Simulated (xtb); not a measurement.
xtb input (GFN1-xTB):

```bash
xtb mol.xyz --gfn 1 --sp --chrg 1 --uhf 0
```
mol.xyz:
```
3

P     -0.00000000    -0.00000000    -1.01169731
P      0.00000000     0.00000000     0.86001478
H      0.00000000     0.00000000     2.27523807
```

Output:

```
           -------------------------------------------------
          |                Calculation Setup                |
           -------------------------------------------------

           -------------------------------------------------
          |                 G F N 1 - x T B                 |
           -------------------------------------------------

        Reference                      10.1021/acs.jctc.7b00118
      * Hamiltonian:
        H0-scaling (s, p, d)           1.850000    2.250000    2.000000
        zeta-weighting                 0.000000
      * Dispersion:
        s8                             2.400000
        a1                             0.630000
        a2                             5.000000
        s9                             0.000000
      * Repulsion:
        kExp                           1.500000
        rExp                           1.000000
      * Coulomb:
        alpha                          2.000000
        third order                    atomic
        anisotropic                    false
      * Halogen bond correction:
        rad-scale                      1.300000
        damping                        0.440000

          ...................................................
          :                      SETUP                      :
          :.................................................:
          :  # basis functions                  22          :
          :  # atomic orbitals                  20          :
          :  # shells                            8          :
          :  # electrons                        10          :
          :  # halogen bonds                     0          :
          :  max. iterations                   250          :
          :  Hamiltonian                  GFN1-xTB          :
          :  restarted?                      false          :
          :  GBSA solvation                  false          :
          :  PC potential                    false          :
          :  electronic temp.          300.0000000     K    :
          :  accuracy                    1.0000000          :
          :  -> integral cutoff          0.2500000E+02      :
          :  -> integral neglect         0.1000000E-07      :
          :  -> SCF convergence          0.1000000E-05 Eh   :
          :  -> wf. convergence          0.2000000E-04 e    :
          :  Broyden damping             0.4000000          :
          :  net charge                          1          :
          :  unpaired electrons                  0          :
          ...................................................

 iter      E             dE          RMSdq      gap      omega  full diag
   1     -5.0822604 -0.508226E+01  0.524E+00    2.95       0.0  T
   2     -2.9601401  0.212212E+01  0.174E+01    4.23       1.0  T
   3     -5.2153375 -0.225520E+01  0.207E+00    2.88       1.0  T
   4     -5.2344897 -0.191522E-01  0.788E-01    2.87       1.0  T
   5     -5.2368635 -0.237378E-02  0.424E-01    2.87       1.0  T
   6     -5.2379789 -0.111544E-02  0.387E-02    2.87       1.5  T
   7     -5.2379843 -0.539822E-05  0.177E-02    2.87       3.3  T
   8     -5.2379858 -0.153779E-05  0.316E-03    2.87      18.2  T
   9     -5.2379859 -0.464415E-07  0.132E-03    2.87      43.6  T
  10     -5.2379859 -0.845210E-08  0.620E-06    2.87    9308.5  T
  11     -5.2379859 -0.178524E-12  0.508E-07    2.87  100000.0  T

   *** convergence criteria satisfied after 11 iterations ***

         #    Occupation            Energy/Eh            Energy/eV
      -------------------------------------------------------------
         1        2.0000           -1.1640011             -31.6741
         2        2.0000           -1.0662902             -29.0152
         3        2.0000           -0.8386028             -22.8195
         4        2.0000           -0.7841807             -21.3386
         5        2.0000           -0.7841807             -21.3386 (HOMO)
         6                         -0.6788237             -18.4717 (LUMO)
         7                         -0.6788237             -18.4717
         8                         -0.6277519             -17.0820
         9                         -0.4486527             -12.2085
        10                         -0.4486527             -12.2085
       ...                                ...                  ...
        20                          1.8885620              51.3904
      -------------------------------------------------------------
                  HL-Gap            0.1053570 Eh            2.8669 eV
             Fermi-level           -0.7315022 Eh          -19.9052 eV

 SCC (total)                   0 d,  0 h,  0 min,  0.007 sec
 SCC setup                      ...        0 min,  0.000 sec (  3.014%)
 Dispersion                     ...        0 min,  0.000 sec (  0.879%)
 classical contributions        ...        0 min,  0.000 sec (  0.893%)
 integral evaluation            ...        0 min,  0.002 sec ( 26.035%)
 iterations                     ...        0 min,  0.003 sec ( 39.067%)
 molecular gradient             ...        0 min,  0.002 sec ( 26.030%)
 printout                       ...        0 min,  0.000 sec (  3.539%)

         :::::::::::::::::::::::::::::::::::::::::::::::::::::
         ::                     SUMMARY                     ::
         :::::::::::::::::::::::::::::::::::::::::::::::::::::
         :: total energy              -5.176770455558 Eh    ::
         :: gradient norm              0.049721348267 Eh/a0 ::
         :: HOMO-LUMO gap              2.866910886367 eV    ::
         ::.................................................::
         :: SCC energy                -5.237985897128 Eh    ::
         :: -> electrostatic           0.176525440073 Eh    ::
         :: repulsion energy           0.062007352737 Eh    ::
         :: dispersion energy         -0.000791911166 Eh    ::
         :: halogen bond corr.         0.000000000000 Eh    ::
         :: add. restraining           0.000000000000 Eh    ::
         :: total charge               1.000000000000 e     ::
         :::::::::::::::::::::::::::::::::::::::::::::::::::::

           -------------------------------------------------
          |                Property Printout                |
           -------------------------------------------------

    * Orbital Energies and Occupations

         #    Occupation            Energy/Eh            Energy/eV
      -------------------------------------------------------------
         1        2.0000           -1.1640011             -31.6741
         2        2.0000           -1.0662902             -29.0152
         3        2.0000           -0.8386028             -22.8195
         4        2.0000           -0.7841807             -21.3386
         5        2.0000           -0.7841807             -21.3386 (HOMO)
         6                         -0.6788237             -18.4717 (LUMO)
         7                         -0.6788237             -18.4717
         8                         -0.6277519             -17.0820
         9                         -0.4486527             -12.2085
        10                         -0.4486527             -12.2085
        11                         -0.4127169             -11.2306
        12                         -0.4127169             -11.2306
        13                         -0.3894444             -10.5973
        14                         -0.3894444             -10.5973
        15                         -0.3881591             -10.5623
        16                         -0.3455929              -9.4041
       ...                                ...                  ...
        20                          1.8885620              51.3904
      -------------------------------------------------------------
Note: The following floating-point exceptions are signalling: IEEE_DENORMAL
normal termination of xtb
                  HL-Gap            0.1053570 Eh            2.8669 eV
             Fermi-level           -0.7315022 Eh          -19.9052 eV

  Mulliken/CM5 charges         n(s)   n(p)   n(d)
     1P     0.38549  0.38471   1.845  2.661  0.109
     2P     0.25371  0.17355   1.733  2.841  0.172
     3H     0.36080  0.44174   0.639  0.000  0.000

Wiberg/Mayer (AO) data.
largest (>0.10) Wiberg bond orders for each atom

 ---------------------------------------------------------------------------
     #   Z sym  total        # sym  WBO       # sym  WBO       # sym  WBO
 ---------------------------------------------------------------------------
     1  15 P    3.094 --     2 P    2.904     3 H    0.190
     2  15 P    3.578 --     1 P    2.904     3 H    0.674
     3   1 H    0.864 --     2 P    0.674     1 P    0.190
 ---------------------------------------------------------------------------

Topologies differ in total number of bonds
Writing topology from bond orders to xtbtopo.mol

 dipole moment from electron density (au)
     X       Y       Z
  -0.0000   0.0000   1.1120  total (Debye):    2.826

           -------------------------------------------------
          | TOTAL ENERGY               -5.176770455558 Eh   |
          | GRADIENT NORM               0.049721348267 Eh/α |
          | HOMO-LUMO GAP               2.866910886367 eV   |
           -------------------------------------------------

------------------------------------------------------------------------
------------------------------------------------------------------------
 total:
 SCF:
```

It need not be the lowest isomer of its formula.
